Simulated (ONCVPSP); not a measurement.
PBEsol ONCV dataset for neon (Ne), scalar-relativistic all-electron reference.

* Element: Ne (Z = 10)
* Generator: ONCVPSP 4.0.1
* Type: optimised norm-conserving Vanderbilt (ONCV)
* Functional: PBEsol
* Relativity: scalar-relativistic
* Frozen core: [He]
* Valence charge: 8
* Reference configuration: 2s2 2p6
* Partial waves: 2s: rc 0.65 bohr, ncon 5, nbas 8, qcut 12.5 1/bohr, 2 projectors, debl 3.3 Ha; 2p: rc 1.05 bohr, ncon 4, nbas 7, qcut 12 1/bohr, 2 projectors, debl 1 Ha; d scattering state at 0.45 Ha: rc 0.95 bohr, ncon 4, nbas 8, qcut 9.6 1/bohr, 2 projectors, debl 2.6 Ha
* Local potential: polynomial inside 0.50 bohr (lpopt 5, dvloc0 1 Ha)
* Core correction: Teter function, fcfact 3.75, rcfact 1.2

All-electron outer shells of the reference configuration (PBEsol, scalar-relativistic, ld1.x):

```tsv
shell	level (eV)	outermost node (bohr)	outermost maximum (bohr)
1s	-828.31	–	0.10
2s	-36.20	0.22	0.69
2p	-13.27	–	0.62
```

Task: Estimate the cutoffs (Ha) at which the residual kinetic energy of the hardest occupied pseudo-wave falls to 1 and 0.1 mHa per electron.

Result: 74 Ha and 144 Ha.

Task: What does a ghost test show?

Result: No bound ghost flagged; no localised positive-energy state flagged.

Task: Which valence shell sets the plane-wave cutoff?

Result: 2s: 74 Ha for 1 mHa per electron, against 57 Ha for 2p.

Task: Tests: 2s2 2p5; 2s2 2p4; 2s2 2p3; 2s2 2p2. Which has the largest error in its energy relative to the reference configuration, and how large is it?

Result: 2s2 2p2, with +1045 meV (all-electron minus pseudo) on +227.28 eV.
